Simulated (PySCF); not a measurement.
## Ionisation energy of Cu by level of theory

Cu [Ar] 3d10 4s1 (2S) → Cu⁺ [Ar] 3d10 (1S), as a difference of total energies. Computed with PySCF 2.14 in x2c-TZVPPall, with scalar relativity by spin-free X2C-1e. Correlated levels: valence: [Ar] frozen; valence and next inner shell: [Ne] frozen. The calculations carry no spin-orbit coupling.

| method | ionisation energy (eV) |
| --- | --- |
| UHF | 6.598 |
| LDA | 8.646 |
| PBE | 8.396 |
| r2SCAN | 8.273 |
| wB97X | 7.792 |
| M06 | 8.230 |
| BHandHLYP | 7.708 |
| M06-L | 8.012 |
| MP2 (valence) | 7.513 |
| MP2 (valence and next inner shell) | 7.597 |
| SCS-MP2 (valence and next inner shell) | 7.419 |

**Question.** Estimate what PBE0 gives.

**Answer.** 7.990 eV, closest to M06-L among the rows shown.

**Question.** Estimate what SCS-MP2 (valence) gives.

**Answer.** 7.367 eV, closest to SCS-MP2 (valence and next inner shell) among the rows shown.

Errors of the correlated levels include the incompleteness of this basis and the frozen core.

For comparison: 7.726 eV (measured; NIST Atomic Spectra Database, ionization energies).
